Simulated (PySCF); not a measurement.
C8H10S, SMILES CSc1ccccc1C, GFN2-xTB optimised geometry.

```
19

C     -0.04     2.62    -0.02
S     -1.26     1.28     0.00
C     -0.29    -0.20     0.00
C      1.10    -0.20     0.00
C      1.80    -1.40     0.00
C      1.11    -2.60     0.00
C     -0.27    -2.60     0.00
C     -0.99    -1.41     0.00
C     -2.49    -1.41     0.00
H      0.58     2.57     0.88
H     -0.61     3.54    -0.02
H      0.57     2.56    -0.92
H      1.65     0.73     0.00
H      2.88    -1.38     0.00
H      1.66    -3.53     0.00
H     -0.81    -3.54     0.00
H     -2.86    -0.88    -0.87
H     -2.88    -2.43     0.00
H     -2.86    -0.89     0.88
```

Density from B3LYP/def2-SVP (PySCF) at that geometry.

Minimum of the electron density along straight lines between bonded atoms, close to the bond critical point (lines longer than 1.1 times the sum of covalent radii, or with two minima, are not listed):

```
bond    length / Å  ρ at the minimum / e bohr⁻³  ∇²ρ there / e bohr⁻⁵  position (fraction from the first atom)
------  ----------  ---------------------------  --------------------  ---------------------------------------
C1–S2        1.814                        0.182                   ___                                     0.46
S2–C3        1.772                        0.197                   ___                                     0.53
C3–C4        1.386                        0.311                 -0.79                                     0.51
C4–C5        1.384                        0.313                 -0.81                                     0.50
C5–C6        1.382                        0.315                 -0.82                                     0.50
C6–C7        1.385                        0.314                 -0.81                                     0.50
C3–C8        1.401                        0.305                 -0.76                                     0.51
C7–C8        1.385                        0.314                 -0.80                                     0.50
C8–C9        1.495                          ___                 -0.61                                     0.51
C1–H10       1.086                        0.280                 -1.06                                     0.64
C1–H11       1.086                        0.280                 -1.06                                     0.64
C1–H12       1.086                        0.280                 -1.06                                     0.64
C4–H13       1.078                        0.285                 -1.08                                     0.63
C5–H14       1.080                        0.284                 -1.07                                     0.63
C6–H15       1.080                        0.284                 -1.07                                     0.63
C7–H16       1.081                        0.283                 -1.07                                     0.63
C9–H17       1.090                        0.276                 -1.01                                     0.63
C9–H18       1.087                        0.278                 -1.02                                     0.63
C9–H19       1.090                        0.276                 -1.01                                     0.63
```

Task: Some entries are withheld; supply them.

Result: 
- C1–S2, ∇²ρ there / e bohr⁻⁵: -0.33
- S2–C3, ∇²ρ there / e bohr⁻⁵: -0.39
- C8–C9, ρ at the minimum / e bohr⁻³: 0.258
